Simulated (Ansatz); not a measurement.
NiS2, relaxed as a singlet with RKS PBE0-D4/def2-TZVP in Ansatz, starting from the GFN2-xTB geometry. Force threshold 0.02 eV/Å.

The restricted singlet is unstable: a solution with broken spin symmetry lies lower. The relaxation made no stability test and no search for a lower SCF solution. At PBE0-D4/def2-TZVP a triplet of charge 0 lies 0.64 eV below the restricted singlet, each at its own geometry. The structure comes from a short search, and lower isomers may exist.

Start:

```tsv
atom	x (Å)	y (Å)	z (Å)
Ni1	1.064	-0.572	-0.384
S2	-0.995	-0.602	0.230
S3	-0.070	1.174	0.154
```

```
step  energy (eV)  largest force component (eV/Å)  SCF passes
   1  -62700.9551                           0.611          84
   2  -62700.9729                           0.264          33
   3  -62700.9750                           0.022          33
   4  -62700.9750                           0.000          33
```

Force components are those of the run's own axes.

End:

Cartesian coordinates in Å:
```
Ni 1.0407 -0.5588 -0.3756
S -0.9898 -0.6209 0.2264
S -0.0509 1.1797 0.1492
```

By distances, no bond broke or formed. The bond that changes most is Ni1–S3, from 2.15 to 2.12 Å (atoms count from 1).

No frequencies were taken in this run, so the end may be a saddle point.

Hardware: 4 threads of Arm Neoverse V1 on a shared host. Wall time 6.5 s.
